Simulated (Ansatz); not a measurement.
Start from `C[CH2][Al]([F])[SiH3]` and change one atom or group to get `[F][Al]([F])[SiH3]`.

Ansatz, PBE0-D4/def2-TZVP geometries, multiplicity 1. Each molecule was computed in one conformer, which needn't be the lowest.

```csv
property,`C[CH2][Al]([F])[SiH3]`
LUMO energy (PBE0/def2-TZVPP) / eV,-1.40
LUMO energy (B3LYP/def2-TZVPP) / eV,-1.59
HOMO–LUMO gap (PBE0/def2-TZVPP) / eV,5.93
HOMO–LUMO gap (B3LYP/def2-TZVPP) / eV,5.55
HOMO energy (B3LYP/def2-TZVPP) / eV,-7.14
size of the dipole moment (PBE/def2-TZVPP) / D,1.73
```

**Question.** What does the change do to each property? (An estimate is asked.)

**Answer.** The calculation gave: 
```json
{"property": "LUMO energy (PBE0/def2-TZVPP) / eV", "`[F][Al]([F])[SiH3]`": "-1.47", "shift": "-0.07"}
{"property": "LUMO energy (B3LYP/def2-TZVPP) / eV", "`[F][Al]([F])[SiH3]`": "-1.66", "shift": "-0.07"}
{"property": "HOMO–LUMO gap (PBE0/def2-TZVPP) / eV", "`[F][Al]([F])[SiH3]`": "7.21", "shift": "1.28"}
{"property": "HOMO–LUMO gap (B3LYP/def2-TZVPP) / eV", "`[F][Al]([F])[SiH3]`": "6.82", "shift": "1.27"}
{"property": "HOMO energy (B3LYP/def2-TZVPP) / eV", "`[F][Al]([F])[SiH3]`": "-8.48", "shift": "-1.34"}
{"property": "size of the dipole moment (PBE/def2-TZVPP) / D", "`[F][Al]([F])[SiH3]`": "1.76", "shift": "0.03"}
```

With PBE0 the HOMO falls by 1.35 eV and the LUMO falls by 0.07 eV, so the gap widens by about 1.28 eV. PBE moves the HOMO by -1.31 eV and ωB97M-V by -1.33 eV. Dipoles are sizes alone; their direction can turn.

B3LYP here is the variant with VWN-RPA as its local correlation; programs differ in this.
